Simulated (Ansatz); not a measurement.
A search over several starts for the lowest SCF solution of Ni2Pt at the given spin, in a small basis.

```yaml
crystal:
  periodic: [false, false, false]
  atoms:
    - {symbol: Pt, position_ang: [0.430642, -0.713786, -1.076569]}
    - {symbol: Ni, position_ang: [-1.257978, 0.312575, 0.150594]}
    - {symbol: Ni, position_ang: [0.827335, 0.401211, 0.925974]}
basis:
  gaussian: {orbitals: def2-SVP}
magnetization: {spin_polarized: true, initial_magnetization: 0}
hamiltonian: {xc: pbe0, dispersion: d4}
output: {orbitals: {seedname: orbitals}}
```

```sh
$ ansatz run in.yaml --threads 4 --pin off --events-out ev --progress --plain --max-ram 3916MiB
```

It prints (some lines left out):

```
Functional definition: PBE0
  name "PBE0"
  cite "Adamo & Barone, J. Chem. Phys. 110, 6158 (1999) doi:10.1063/1.478522"
  cite "Perdew, Burke & Ernzerhof, Phys. Rev. Lett. 77, 3865 (1996) doi:10.1103/PhysRevLett.77.3865"
  parent pbe
  parameter a = 0.25
  parameter kappa = 0.804
  parameter beta = 0.06672455060314922
  exchange = (1 - a)*pbe_x(kappa = kappa, mu = beta*pi^2/3) + a*exact_x
  correlation = pbe_c(beta = beta)
998 factors; integrals over basis functions are off by at most 5.7e-4 eV
mean field evaluation 1: about -85288.6876 eV, gradient 7.7e1 eV
mean field evaluation 2: about -83963.3309 eV, gradient 3.5e2 eV
mean field evaluation 4: about -85292.2048 eV, gradient 5.0e1 eV
mean field evaluation 8: about -85306.8996 eV, gradient 2.8e0 eV
mean field evaluation 16: about -85307.0371 eV, gradient 3.2e-2 eV
mean field evaluation 32: about -85308.2855 eV, gradient 1.2e0 eV
mean field evaluation 64: about -85308.7282 eV, gradient 3.1e-4 eV
mean field evaluation 96: about -85296.8994 eV, gradient 2.2e1 eV
mean field evaluation 128: about -85290.2515 eV, gradient 2.1e1 eV
mean field evaluation 160: about -85289.3483 eV, gradient 2.3e1 eV
mean field evaluation 192: about -85302.5864 eV, gradient 2.0e1 eV
mean field evaluation 224: about -85298.6996 eV, gradient 2.1e1 eV
mean field evaluation 256: about -85298.5566 eV, gradient 2.0e1 eV
mean field evaluation 288: about -85289.8390 eV, gradient 2.2e1 eV
mean field evaluation 320: about -85285.5035 eV, gradient 2.3e1 eV
mean field evaluation 352: about -85308.7029 eV, gradient 1.0e-1 eV
mean field evaluation 384: about -85307.9236 eV, gradient 2.0e0 eV
mean field evaluation 416: about -85307.2402 eV, gradient 1.6e-1 eV
mean field evaluation 448: about -85308.4065 eV, gradient 5.5e-1 eV
mean field evaluation 480: about -85307.2562 eV, gradient 2.7e-1 eV
mean field evaluation 512: about -85308.7276 eV, gradient 1.9e-2 eV
mean field evaluation 544: about -85308.7282 eV, gradient 6.6e-3 eV
mean field evaluation 576: about -85308.7282 eV, gradient 1.0e-2 eV
mean field evaluation 608: about -85308.6642 eV, gradient 1.1e0 eV
mean field evaluation 640: about -85308.6816 eV, gradient 2.2e-1 eV
mean field evaluation 672: about -85308.6779 eV, gradient 2.0e-1 eV
mean field evaluation 704: about -85308.3951 eV, gradient 6.1e-1 eV
mean field -85308.72821872 eV, -3135.0379377051 hartree, gradient 5.4e-6 eV, S^2 1.568970; 17 other end points of the search recorded, 0 dependent functions left out
reference -85308.72824708 eV, -3135.0379387473 hartree; 37, 37 occupied and 57, 57 virtual orbitals, 998 factors
Total energy: -85308.81628069 eV, -3135.0411739227 hartree
```

Run time 91 s (4 threads of AMD EPYC 7B13 on a shared host).

In the def2 sets Pt takes a core potential; there is no spin–orbit coupling. The unrestricted singlet has broken spin symmetry (⟨S²⟩ up to 1.57). The structure comes from a short search, and lower isomers may exist.
